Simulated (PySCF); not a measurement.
Geometry:
| atom | x (Å) | y (Å) | z (Å) |
| --- | --- | --- | --- |
| C1 | -2.329 | -0.030 | -0.871 |
| C2 | -1.785 | -0.287 | 0.302 |
| C3 | -0.601 | 0.475 | 0.856 |
| C4 | -0.971 | 1.050 | 2.132 |
| N5 | -1.268 | 1.484 | 3.147 |
| C6 | 0.545 | -0.479 | 1.060 |
| C7 | 1.620 | -0.596 | 0.281 |
| C8 | 1.914 | 0.180 | -0.916 |
| N9 | 2.917 | 0.053 | -1.669 |
| H10 | -1.967 | 0.757 | -1.513 |
| H11 | -3.164 | -0.600 | -1.241 |
| H12 | -2.159 | -1.079 | 0.936 |
| H13 | -0.333 | 1.290 | 0.178 |
| H14 | 0.433 | -1.135 | 1.915 |
| H15 | 2.364 | -1.343 | 0.534 |
| H16 | 1.204 | 0.947 | -1.212 |
| H17 | 3.574 | -0.674 | -1.384 |

Method: GFN2-xTB structure, PBE0/pcSseg-1 with gauge-including orbitals, in PySCF 2.14.0 with density-fitted response routines (gas phase, single conformer, non-relativistic Hamiltonian).

δ = σ(ref) − σ, references computed at the same level: ¹³C vs TMS.

**Question.** Do the ¹³C shifts follow the atomic charges (in e)? Tabulate both.

**Answer.** 
| atoms | hybridisation | δ (ppm) | σ para (ppm) | Hirshfeld | IAO | Mulliken | ESP-fitted |
| --- | --- | --- | --- | --- | --- | --- | --- |
| C8 | – | 166.3 | -233 | +0.04 | +0.03 | +0.09 | +0.49 |
| C6 | – | 141.4 | -212 | -0.02 | -0.11 | -0.03 | -0.24 |
| C2 | – | 141.2 | -210 | -0.03 | -0.13 | -0.11 | -0.08 |
| C7 | – | 137.0 | -205 | -0.05 | -0.18 | -0.14 | -0.27 |
| C1 | – | 126.1 | -193 | -0.08 | -0.30 | -0.12 | -0.45 |
| C4 | – | 122.7 | -197 | +0.08 | +0.14 | +0.18 | +0.35 |
| C3 | – | 36.9 | -93 | -0.00 | -0.15 | -0.34 | -0.06 |

Correlation coefficients of δ with charge over these carbons: Hirshfeld +0.01, IAO +0.21, Mulliken +0.69, ESP-fitted +0.18; with the paramagnetic shielding -1.00. With so few points these coefficients are fragile. Charge is one influence among several: hybridisation and low-lying excitations act through the paramagnetic term.

Shifts are as computed. Against solution values, carbons near 30 ppm lie about +3 ppm off and those near 130 ppm about +5 ppm. Of 1211 compounds with measured shifts, 218 miss one by over three times the rms of a fit or turn the order of signals round; such compounds aren't used in these exercises.
